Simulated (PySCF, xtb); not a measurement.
C3H9FSi2, SMILES F[SiH2]C1([SiH3])CC1.

GFN2-xTB (xtb 6.7.1) at its own geometry gives an orbital gap of 5.34 eV and a dipole moment of 1.83 D.

The structure is a stationary point at ωB97X-D3(BJ)/def2-SVP. This is a generated structure with no PubChem entry under its InChIKey; it may be hypothetical. One conformer was computed; it need not be the lowest.

What does PBE/def2-TZVP (PySCF) give? (Estimate from the structure and the level; the computed values follow.)

gap 6.49 eV (levels -7.25 and -0.76 eV), dipole 2.10 D.
